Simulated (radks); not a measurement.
Task: The table gives one normalised radial function P(r) = r R(r) of Zr5+ in [Ar] 3d10 4s2 4p5 (r in bohr). Calculated with a radial shooting solver on a logarithmic mesh with Libxc functionals: scalar-relativistic Kohn-Sham, PBE, spin-unpolarised, spherical densities, point nucleus.

r              P
0.002097   0.0016
0.002709   0.0025
0.003528   0.0041
0.004557   0.0064
0.005886   0.0102
0.007604   0.0161
0.009822   0.0252
0.01269    0.0390
0.01639    0.0594
0.02117    0.0888
0.02757    0.1304
0.03561    0.1823
0.046      0.2421
0.05942    0.2999
0.07676    0.3356
0.09915    0.3194
0.1281     0.2201
0.1654     0.0244
0.2154    -0.2429
0.2783    -0.4673
0.3595    -0.5224
0.4643    -0.3138
0.5998     0.1281
0.7748     0.6311
1.001      0.9649
1.293      0.9771
1.684      0.6968
2.175      0.3545
2.809      0.1215
3.629      0.0252

Which n and l does it have? It may be an empty orbital.

Result: n = 4, l = 1: the number of nodes gives n - l - 1 = 2, the rise at small r (about r^(l+1), flatter next to the nucleus through relativity) gives l, and the extent must fit the shell. The curve is that of 4p. 4p: eigenvalue -89.254 eV, 2 radial nodes at r = 0.170, 0.562 bohr, <r> = 1.28 bohr, 90 % of the charge inside 1.87 bohr.
